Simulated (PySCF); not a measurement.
Species: C₃H₁₃NSi₂.
Atom-mapped SMILES: `[CH3:1][NH:2][SiH2:3][CH2:4][CH2:5][SiH3:6]` (hydrogens: H7, H8, H9 on C1; H10 on N2; H11, H12 on Si3; H13, H14 on C4; H15, H16 on C5; H17, H18, H19 on Si6)

The same species was optimised twice, with GFN2-xTB and with PBE0-D3(BJ)/def2-SVP (PySCF), and the same property calculations (PySCF, gas phase) were run on both structures.

```
       coordinate  GFN2-xTB  PBE0-D3(BJ)/def2-SVP  change
       N2–Si3 (Å)     1.717                 1.733  +0.016
       C5–Si6 (Å)     1.900                 1.887  -0.013
       Si3–C4 (Å)     1.896                 1.884  -0.012
        C4–C5 (Å)     1.527                 1.534  +0.007
        C1–N2 (Å)     1.441                 1.443  +0.002
    N2–Si3–C4 (°)     106.8                 109.3    +2.5
    C1–N2–Si3 (°)     122.3                 124.7    +2.4
    Si3–C4–C5 (°)     111.5                 113.1    +1.6
    C4–C5–Si6 (°)     112.8                 113.7    +0.9
 C1–N2–Si3–C4 (°)       179                   165     -14
 N2–Si3–C4–C5 (°)      -171                  -179      -8
Si3–C4–C5–Si6 (°)       180                  -179      +1
```

Rotational constants: A = 9933, B = 662.7, C = 638.5 MHz (GFN2-xTB) against A = 9881, B = 651.1, C = 628.8 MHz (PBE0-D3(BJ)/def2-SVP). Atoms that the bonding makes alike are paired by their places after alignment.

On the GFN2-xTB structure: lowest singlet, TDDFT (eV) 5.78 [PBE0/def2-SVPD]; lowest triplet, Tamm–Dancoff (eV) 5.53 [PBE0/def2-SVPD]; isotropic polarisability (au) 101.3 [PBE0/def2-SVPD]; HOMO (eV) -6.68 [PBE0/def2-SVPD]; LUMO (eV) 0.34 [PBE0/def2-SVPD]; dipole (D) 1.14 [PBE0/def2-SVPD]; HOMO (eV) -6.62 [PBE0/pcSseg-1]; LUMO (eV) 0.61 [PBE0/pcSseg-1]; dipole (D) 1.23 [PBE0/pcSseg-1]; GIAO shielding of C1 (ppm) 154.2 [PBE0/pcSseg-1]; GIAO shielding of N2 (ppm) 254.4 [PBE0/pcSseg-1]; GIAO shielding of Si3 (ppm) 375.6 [PBE0/pcSseg-1]; GIAO shielding of C4 (ppm) 176.6 [PBE0/pcSseg-1]; GIAO shielding of C5 (ppm) 183.9 [PBE0/pcSseg-1]; GIAO shielding of Si6 (ppm) 415.4 [PBE0/pcSseg-1].

What do these properties become on the PBE0-D3(BJ)/def2-SVP structure?

```
                                    property           level  on GFN2-xTB  on PBE0-D3(BJ)/def2-SVP  change
                  lowest singlet, TDDFT (eV)  PBE0/def2-SVPD         5.78                     5.82   +0.04
           lowest triplet, Tamm–Dancoff (eV)  PBE0/def2-SVPD         5.53                     5.55   +0.02
               isotropic polarisability (au)  PBE0/def2-SVPD        101.3                    103.9    +2.6
                                   HOMO (eV)  PBE0/def2-SVPD        -6.68                    -6.69   -0.01
                                   LUMO (eV)  PBE0/def2-SVPD         0.34                     0.35   +0.01
                                  dipole (D)  PBE0/def2-SVPD         1.14                     1.21   +0.07
energy, GFN2-xTB geometry as zero (kcal/mol)  PBE0/def2-SVPD          0.0                     -2.7    -2.7
                                   HOMO (eV)   PBE0/pcSseg-1        -6.62                    -6.63   -0.01
                                   LUMO (eV)   PBE0/pcSseg-1         0.61                     0.67   +0.06
                                  dipole (D)   PBE0/pcSseg-1         1.23                     1.31   +0.08
energy, GFN2-xTB geometry as zero (kcal/mol)   PBE0/pcSseg-1          0.0                     -2.2    -2.2
                  GIAO shielding of C1 (ppm)   PBE0/pcSseg-1        154.2                    152.0    -2.2
                  GIAO shielding of N2 (ppm)   PBE0/pcSseg-1        254.4                    251.5    -2.9
                 GIAO shielding of Si3 (ppm)   PBE0/pcSseg-1        375.6                    371.7    -3.9
                  GIAO shielding of C4 (ppm)   PBE0/pcSseg-1        176.6                    175.5    -1.1
                  GIAO shielding of C5 (ppm)   PBE0/pcSseg-1        183.9                    183.6    -0.3
                 GIAO shielding of Si6 (ppm)   PBE0/pcSseg-1        415.4                    411.1    -4.3
```

The heavy atoms differ by 0.074 Å rms after alignment. Among bonds between heavy atoms N2–Si3 changes most (+0.016 Å). Changes are differences of the printed values. Neither structure is proved a minimum here.

The values belong to the conformer `[CH3:1][NH:2][SiH2:3][CH2:4][CH2:5][SiH3:6]`: C1–N2–Si3–C4 165°, N2–Si3–C4–C5 -179°, Si3–C4–C5–Si6 -179°.
